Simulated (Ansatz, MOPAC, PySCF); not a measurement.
Molecule: C2H3N (charge 0, singlet). SMILES: C[N+]#[C-]
Structure (B3LYP-D3(BJ)/def2-TZVP (Ansatz, a first-principles code) minimum search):
```
C
H 1 1.0897
H 1 1.0897 2 109.15
H 1 1.0897 2 109.15 3 119.22
N 1 1.4180 2 109.79 3 -120.39
C 5 1.1645 3 150.15 1 180.00
```

Unscaled harmonic wavenumbers (cm⁻¹) in rising order, each level at the stationary point that it reaches from this structure (no distance between atoms moves by over 0.3 Å); the order of modes can differ between levels, and a negative number is imaginary. B3LYP-D3(BJ)/def2-TZVP (PySCF, at the structure above): 276, 276, 957, 1148, 1148, 1457, 1492, 1492, 2244, 3050, 3120, 3120.

PM3 (MOPAC): 283, 283, 980, 980, 1020, 1341, 1358, 1358, 2283, 3059, 3059, 3123. Zero-point energy 27.3 against 28.3 kcal/mol; where all levels lie over 400 cm⁻¹, the wavenumbers are on average 0.951 times those of B3LYP-D3(BJ)/def2-TZVP.

PM7 (MOPAC): 329, 329, 1117, 1126, 1126, 1280, 1280, 1397, 2244, 2643, 2643, 2752. Zero-point energy 26.1 against 28.3 kcal/mol; where all levels lie over 400 cm⁻¹, the wavenumbers are on average 0.940 times those of B3LYP-D3(BJ)/def2-TZVP.

HF/3-21G (Ansatz): 339, 339, 969, 1276, 1276, 1609, 1671, 1671, 2406, 3222, 3294, 3294. Zero-point energy 30.5 against 28.3 kcal/mol; where all levels lie over 400 cm⁻¹, the wavenumbers are on average 1.082 times those of B3LYP-D3(BJ)/def2-TZVP.

HF/6-31G* (Ansatz): 298, 298, 1023, 1265, 1265, 1606, 1638, 1638, 2465, 3241, 3322, 3322. Zero-point energy 30.6 against 28.3 kcal/mol; where all levels lie over 400 cm⁻¹, the wavenumbers are on average 1.086 times those of B3LYP-D3(BJ)/def2-TZVP.
